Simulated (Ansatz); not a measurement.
`[OH][Mg][Br]` + HBr → `[Br][Mg][Br]` + H₂O  (ligand exchange at a Mg–O bond)

Gas-phase electronic energies from Ansatz, PBE0-D4/def2-TZVP geometries. CCSD(T)/CBS adds triple-zeta CCSD(T) − MP2 to the extrapolated MP2 energy (def2 sets, frozen cores). This one scheme is used for every species. Functionals use def2-TZVPP. B3LYP here is the variant with VWN-RPA as its local correlation; programs differ in this. For Br, Mg outer-core shells are correlated without core-valence functions, which leaves a few kJ/mol of doubt a bond. Scalar relativity is left out up to krypton. Each species was taken in one conformer, which may not be the lowest.

CCSD(T)/CBS gives -88.3 kJ/mol.

Problem. Another level gave -93.5 kJ/mol. Which?
A. BHLYP-D4/def2-TZVPP
B. B3LYP/def2-TZVPP
C. BLYP/def2-TZVPP
D. r2SCAN-D4/def2-TZVPP

Solution. A. BHLYP-D4 -93.5, r2SCAN-D4 -89.1, B3LYP -84.3, BLYP -77.9 kJ/mol.

Largest T1 diagnostic among the species: 0.008.

In def2-TZVPP, CCSD(T) changes the Hartree–Fock value by +18.0 kJ/mol (the triples alone add +0.7 kJ/mol) and MP2 by +18.5 kJ/mol. Leaving LDA and LC-ωPBE aside and taking each functional with its dispersion term where it has one, the values, not all of them listed here, spread over 17.3 kJ/mol, from HSE06-D4 to BLYP-D4. LDA lies +4.6 kJ/mol from PBE without D4.
